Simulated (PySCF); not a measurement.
# Computed records: BClGeH$_{4}$N, CH$_{7}$Ge$_{2}$N, GeH$_{4}$NO, GeH$_{7}$NSi

Computed with PySCF 2.14.0. Calculation on a computer-drawn molecule: the log of a Hartree-Fock and frozen-core CCSD(T) single point meant for a local Hartree-Fock minimum, with one planted fault or none, to be diagnosed. Offsets are logged minus clean, where the clean run is the same molecule without the fault. The reference is restricted for singlets and unrestricted otherwise, and also for a bond in bohr or an excited solution. Adding or removing an electron swaps singlet and doublet. The excited solution moves the top pair (singlet) or top alpha electron (doublet) to the lowest empty orbital. Highest occupied and lowest empty are orbital energies over both spins, largest force is the largest gradient component, triples share is (T) over the correlation energy, the T1 limit is 0.02 restricted and 0.045 unrestricted, electrons count all cores, a negative frequency is imaginary (commonest isotopes), and the dipole is about the centre of nuclear charge; on germanium a core potential holds 10 electrons, which the energies leave out, and 3d is frozen in MP2 and coupled-cluster steps.

Common to all runs: logged SCF converged yes; logged CC converged yes; logged SCF stable within its kind yes; possible faults no fault, one electron removed, one electron added, multiplicity raised by two, geometry at a saddle point, SCF held on an excited solution, minimal basis STO-3G, one bond length entered in bohr, all coordinates scaled.

(1) BClGeH$_{4}$N

Logged structure:
```xyz
8
BClGeH4N
N      1.9279     0.5647    -0.1580
Ge     0.3648     0.1245     0.4748
B     -0.8331    -0.1436    -1.0637
Cl    -2.4643     0.0582    -1.1286
H      2.2788    -0.0598    -0.7831
H      2.5894     0.7101     0.5092
H      0.3681    -1.1115     1.2467
H     -0.0560     1.2070     1.3394
```

```
meant charge                                : 0
meant multiplicity                          : 2
meant basis                                 : cc-pV(D+d)Z
meant basis and core potential on germanium : cc-pVDZ-PP ECP10MDF
logged electrons                            : 65
logged basis functions                      : 94
logged spin squared                         : 0.7576
logged highest occupied                     : -8.3763 eV
logged lowest empty                         : 1.7279 eV
logged largest force                        : 0.059011 hartree/bohr
logged T1 diagnostic                        : 0.014657
logged D1 diagnostic                        : 0.052238
logged triples share                        : 0.026348
logged dipole magnitude                     : 1.2453 debye
logged energy HF                            : -834.29965 hartree
logged energy CCSD(T)                       : -834.82281 hartree
planted fault                               : all coordinates scaled, by -5.5 %
HF energy offset from clean run             : 16.57 kcal/mol
CCSD(T) energy offset from clean run        : 20.06 kcal/mol
```

Drawn bonds:
```csv
atom,other atom,order
1,2,1
2,3,1
3,4,1
1,5,1
1,6,1
2,7,1
2,8,1
```

(2) BClGeH$_{4}$N

Logged structure:
```xyz
8
BClGeH4N
N      2.0401     0.5975    -0.1672
Ge     0.3860     0.1318     0.5024
B     -0.8816    -0.1519    -1.1256
Cl    -2.6077     0.0615    -1.1943
H      2.4114    -0.0633    -0.8287
H      2.7401     0.7514     0.5388
H      0.3895    -1.1762     1.3192
H     -0.0593     1.2773     1.4174
```

```
meant charge                                : 0
meant multiplicity                          : 2
meant basis                                 : cc-pV(D+d)Z
meant basis and core potential on germanium : cc-pVDZ-PP ECP10MDF
logged electrons                            : 64
logged basis functions                      : 94
logged spin squared                         : 0
logged highest occupied                     : -15.334 eV
logged lowest empty                         : -6.2842 eV
logged largest force                        : 0.09262 hartree/bohr
logged T1 diagnostic                        : 0.021538
logged D1 diagnostic                        : 0.072922
logged triples share                        : 0.033336
logged dipole magnitude                     : 3.111 debye
logged energy HF                            : -834.04727 hartree
logged energy CCSD(T)                       : -834.58217 hartree
planted fault                               : one electron removed
HF energy offset from clean run             : 174.9 kcal/mol
CCSD(T) energy offset from clean run        : 171.1 kcal/mol
```

Drawn bonds:
```csv
atom,other atom,order
1,2,1
2,3,1
3,4,1
1,5,1
1,6,1
2,7,1
2,8,1
```

Notes: T1 above single-reference limit.

(3) CH$_{7}$Ge$_{2}$N

Logged structure:
```xyz
11
CH7Ge2N
N     -1.2322     1.5339    -0.2023
Ge    -1.8564     0.4767     1.0742
C     -0.8313    -1.0597     1.0788
Ge     0.6606    -1.2506     0.3029
H     -1.5034     1.2758    -1.0906
H     -1.4709     2.4602    -0.0848
H     -1.7454     1.2502     2.3214
H     -3.2789     0.1230     0.8878
H     -1.1912    -1.8869     1.5979
H      1.3274    -0.2225    -0.4757
H      1.3993    -2.5086     0.3534
```

```
meant charge                                : 0
meant multiplicity                          : 1
meant basis                                 : cc-pVDZ
meant basis and core potential on germanium : cc-pVDZ-PP ECP10MDF
logged electrons                            : 84
logged basis functions                      : 109
logged spin squared                         : 0
logged highest occupied                     : -8.5331 eV
logged lowest empty                         : 2.1262 eV
logged largest force                        : 0.044804 hartree/bohr
logged T1 diagnostic                        : 0.012136
logged D1 diagnostic                        : 0.039675
logged triples share                        : 0.029769
logged dipole magnitude                     : 1.1519 debye
logged energy HF                            : -683.06813 hartree
logged energy CCSD(T)                       : -683.63615 hartree
planted fault                               : all coordinates scaled, by -4.2 %
HF energy offset from clean run             : 13.65 kcal/mol
CCSD(T) energy offset from clean run        : 20.08 kcal/mol
```

Drawn bonds:
```csv
atom,other atom,order
1,2,1
2,3,1
3,4,2
1,5,1
1,6,1
2,7,1
2,8,1
3,9,1
4,10,1
4,11,1
```

(4) CH$_{7}$Ge$_{2}$N

Logged structure:
```xyz
11
CH7Ge2N
N     -1.2862     1.6011    -0.2112
Ge    -1.9378     0.4976     1.1213
C     -0.8678    -1.1062     1.1261
Ge     0.6896    -1.3054     0.3162
H     -1.5693     1.3317    -1.1385
H     -1.5354     2.5680    -0.0886
H     -1.8219     1.3050     2.4232
H     -3.4226     0.1284     0.9268
H     -1.2434    -1.9697     1.6680
H      1.3856    -0.2322    -0.4965
H      1.4606    -2.6186     0.3689
```

```
meant charge                                : 0
meant multiplicity                          : 1
meant basis                                 : cc-pVDZ
meant basis and core potential on germanium : cc-pVDZ-PP ECP10MDF
logged electrons                            : 84
logged basis functions                      : 109
logged spin squared                         : 2.0276
logged highest occupied                     : -6.0247 eV
logged lowest empty                         : 0.57386 eV
logged largest force                        : 0.10774 hartree/bohr
logged T1 diagnostic                        : 0.012212
logged D1 diagnostic                        : 0.03869
logged triples share                        : 0.025759
logged dipole magnitude                     : 2.0915 debye
logged energy HF                            : -683.03 hartree
logged energy CCSD(T)                       : -683.56811 hartree
planted fault                               : multiplicity raised by two
HF energy offset from clean run             : 37.59 kcal/mol
CCSD(T) energy offset from clean run        : 62.78 kcal/mol
```

Drawn bonds:
```csv
atom,other atom,order
1,2,1
2,3,1
3,4,2
1,5,1
1,6,1
2,7,1
2,8,1
3,9,1
4,10,1
4,11,1
```

(5) GeH$_{4}$NO

Logged structure:
```xyz
7
GeH4NO
N      0.1431     0.3435     0.4707
Ge    -1.5166    -0.6014     0.5188
O     -1.8598    -1.5739    -0.8126
H      0.1727     0.9151    -0.3579
H      0.8948    -0.3169     0.3560
H     -1.3936    -1.3482     1.8941
H     -2.5215     0.5763     0.7790
```

```
meant charge                                : -1
meant multiplicity                          : 1
meant basis                                 : aug-cc-pVDZ
meant basis and core potential on germanium : aug-cc-pVDZ-PP ECP10MDF
logged electrons                            : 51
logged basis functions                      : 114
logged spin squared                         : 0.7589
logged highest occupied                     : -11.347 eV
logged lowest empty                         : 0.71117 eV
logged largest force                        : 0.097293 hartree/bohr
logged T1 diagnostic                        : 0.021904
logged D1 diagnostic                        : 0.1038
logged triples share                        : 0.029351
logged dipole magnitude                     : 0.32257 debye
logged energy HF                            : -424.99551 hartree
logged energy CCSD(T)                       : -425.48876 hartree
planted fault                               : one electron removed
HF energy offset from clean run             : 29.72 kcal/mol
CCSD(T) energy offset from clean run        : 72.05 kcal/mol
```

Drawn bonds:
```csv
atom,other atom,order
1,2,1
2,3,1
1,4,1
1,5,1
2,6,1
2,7,1
```

(6) GeH$_{7}$NSi

Logged structure:
```xyz
10
GeH7NSi
N     -0.6611     0.0512    -1.9659
Ge     0.4911    -0.2908    -0.5570
Si     2.5188     0.9422    -0.9390
H     -1.5185    -0.4743    -1.9213
H     -0.9092     1.0220    -2.0590
H     -0.1088     0.0736     0.8170
H      0.7465    -1.8029    -0.5660
H      2.2133     2.3868    -1.0818
H      3.1847     0.4687    -2.1743
H      3.4437     0.7648     0.2063
```

```
meant charge                                : 0
meant multiplicity                          : 1
meant basis                                 : cc-pV(D+d)Z
meant basis and core potential on germanium : cc-pVDZ-PP ECP10MDF
logged electrons                            : 60
logged basis functions                      : 95
logged spin squared                         : 2.0127
logged highest occupied                     : -3.2363 eV
logged lowest empty                         : -0.0097305 eV
logged largest force                        : 0.084511 hartree/bohr
logged T1 diagnostic                        : 0.026701
logged D1 diagnostic                        : 0.15053
logged triples share                        : 0.027527
logged dipole magnitude                     : 2.9828 debye
logged energy HF                            : -640.63995 hartree
logged energy CCSD(T)                       : -641.06922 hartree
planted fault                               : multiplicity raised by two
HF energy offset from clean run             : 125.6 kcal/mol
CCSD(T) energy offset from clean run        : 134.6 kcal/mol
```

Drawn bonds:
```csv
atom,other atom,order
1,2,1
2,3,1
1,4,1
1,5,1
2,6,1
2,7,1
3,8,1
3,9,1
3,10,1
```
